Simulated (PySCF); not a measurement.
# 29Si chemical shifts

Theoretical values (PySCF): shieldings: GIAO PBE0/pcSseg-1, geometry: GFN2-xTB. No relativistic terms, single conformer, equivalent nuclei averaged, no solvent model.

Shieldings were converted by a linear fit to measured shifts: 29Si: δ = 279.94 − 0.822σ (rms 8.9 ppm, 72 shifts, 25.8 ppm with the 6 outliers that the fit left out vs TMS, solution or neat liquid). Occasional misses reach two or three times the rms, and more in compound classes unlike the fitted ones.

Q: Give the 29Si shifts of `CC#C[C@]1(F)CSC[SiH2]1`, `CO[C@H]1C=C(F)[SiH2][SiH2]O1`, `FCC1([Si@@H](F)N[SiH3])CC1`, `[SiH3]C/C=C\Cl`, `C#CC#C/C([SiH3])=C/C#N`, `C#C/C=C(\C#C)[SiH2]C#N`.

A: 
| compound | environment | δ (ppm) |
| --- | --- | --- |
| CC#C[C@]1(F)CSC[SiH2]1 | silicon bonded to 2 C, 2 H, in a 5-membered ring | -16.9 |
| [CH3:1][O:2][C@H:3]1[CH:4]=[C:5]([F:6])[SiH2:7][SiH2:8][O:9]1 | Si8: silicon bonded to O, Si, 2 H, in a 6-membered ring | -42.0 |
| [CH3:1][O:2][C@H:3]1[CH:4]=[C:5]([F:6])[SiH2:7][SiH2:8][O:9]1 | Si7: silicon bonded to C, Si, 2 H, in a 6-membered ring | -86.0 |
| [F:1][CH2:2][C:3]1([Si@@H:4]([F:5])[NH:6][SiH3:7])[CH2:8][CH2:9]1 | Si4: silicon bonded to C, F, N, H | -7.5 |
| [F:1][CH2:2][C:3]1([Si@@H:4]([F:5])[NH:6][SiH3:7])[CH2:8][CH2:9]1 | Si7: silicon bonded to N, 3 H | -54.7 |
| [SiH3]C/C=C\Cl | silicon bonded to C, 3 H | -69.4 |
| C#CC#C/C([SiH3])=C/C#N | silicon bonded to C, 3 H | -63.1 |
| C#C/C=C(\C#C)[SiH2]C#N | silicon bonded to 2 C, 2 H | -62.1 |
